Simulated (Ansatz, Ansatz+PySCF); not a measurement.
```xyz
4

O     0.0000    0.0000   -1.3071
O     0.0000    0.0000    1.3071
O    30.0000    0.0000   -0.8912
O    30.0000    0.0000    0.8912
```

Basis set: 6-31G (spherical functions). Frozen core: 4 orbitals. Charge 0, multiplicity 5.

Computed with Ansatz (development build ahead of 0.2.0); each method stands on the lowest determinant of its kind that the runs found.

(1) Give the atomization energy at this shape (free ground-state atoms in the same class of orbitals less the molecule, no zero-point energy) of quintet O4 by UHF-CCSD(T), UHF-MP2, UHF, UHF-CCSD.

Answers

(1)

```json
{"method": "UHF-CCSD(T)", "atomization energy": "0.67 eV"}
{"method": "UHF-MP2", "atomization energy": "-0.17 eV"}
{"method": "UHF", "atomization energy": "-0.54 eV"}
{"method": "UHF-CCSD", "atomization energy": "0.51 eV"}
```

Caution: the determinant breaks the point group; the shape is not the minimum; the unrestricted determinant is a mixture of spin states. Caution for UHF-CCSD(T): another reference gives a lower total; the program doubts this total. Caution for UHF-CCSD(T), UHF-MP2, UHF-CCSD: large amplitudes, a single reference is doubtful. Caution for UHF-MP2: forces differ strongly between restricted and unrestricted references.

This basis has no polarisation functions and is too small for such energies, which can lie far from measured ones in either direction.
